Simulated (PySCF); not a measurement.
**C₆ coefficients of unlike pairs at PBE**

Calculated with PySCF 2.14 from the dipole response of each species, C₆(A,B) = (3/π) ∫ α_A(iu) α_B(iu) du, in atomic units, from isotropic polarisabilities. For ions this is the dispersion term alone; charge-induced terms of lower order in 1/R come first.

```tsv
species	configuration	basis	relativity	α (bohr³)	C₆ (like pair)
Xe³⁺	[Kr] 4d10 5s2 5p3 (4S)	aug-cc-pVTZ-DK3 (8s7p5d2f)	spin-free X2C	9.447	53.34
K	[Ar] 4s1 (2S)	x2c-TZVPPall with one added diffuse shell each of s, p, d type (7s5p4d)	spin-free X2C	310.2	4314
Be⁺	[He] 2s1 (2S)	aug-cc-pCVTZ-DK (7s6p4d2f)	spin-free X2C	21.59	57.61
Ar²⁺	[Ne] 3s2 3p4 (3P)	aug-cc-pV(Q+d)Z with one added diffuse shell each of s, p, d, f, g type (8s7p6d4f3g)	none	4.830	16.96
```

Task: Estimate C₆ for Ar²⁺ with Xe³⁺.

Result: The integral gives 29.97. The combination rule 2 C_A C_B / (C_A α_B/α_A + C_B α_A/α_B) gives 29.93 and the geometric mean 30.08.

No spin-orbit coupling is included.

The other pairs:

```
     pair     C₆
Ar²⁺, Be⁺  22.75
   Be⁺, K  446.6
Be⁺, Xe³⁺  42.83
  K, Xe³⁺  267.2
  Ar²⁺, K  140.2
```
